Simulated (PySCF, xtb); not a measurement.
C4H4F2, SMILES C1C(=C(C1)F)F.

GFN2-xTB (xtb) at its own geometry gives an orbital gap of 5.02 eV and a dipole moment of 3.37 D.

The structure is a stationary point at B3LYP-D3(BJ)/def2-SVP.

Problem. What does M06-2X/def2-TZVP (PySCF) give? (Estimate from the structure and the level; the computed values follow.)

Solution. gap 10.17 eV (levels -8.31 and 1.86 eV), dipole 2.37 D.
